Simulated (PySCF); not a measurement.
# Radial density of Sn (tin, neutral)

UHF, [Kr] 4d10 5s1 5p3, high-spin 5S determinant (an excited configuration). Computed with PySCF 2.14 in aug-cc-pwCVTZ-DK3 with one added diffuse shell each of s, p, d, f type (11s10p8d5f1g, 125 functions), with the spin-free X2C one-electron Hamiltonian (Gaussian nucleus).

```
r (bohr)  4πr²ρ (e/bohr)  4πr²(ρα − ρβ)
  0.0304           58.69         0.0155
  0.0511           59.94         0.0386
  0.0859           82.34         0.0382
   0.145           61.21        -0.0305
   0.243           66.86         0.0888
   0.409           36.95         0.0026
   0.688           22.48         0.1911
    1.16           13.94        -0.0190
    1.95           2.957         1.5223
    3.27           1.200         1.1774
    5.51          0.1317         0.1316
    9.26        0.001096         0.0011
```

Densities and radii are taken from the X2C orbitals without a picture-change correction, which distorts them close to the nucleus.

(1) Where is the radial spin density 4πr²(ρα − ρβ) most negative, and why is it negative at all?

Answers

(1) Around r = 0.145 bohr, down to -0.0305 e/bohr: exchange with the open shell polarises the paired shells in an unrestricted calculation.
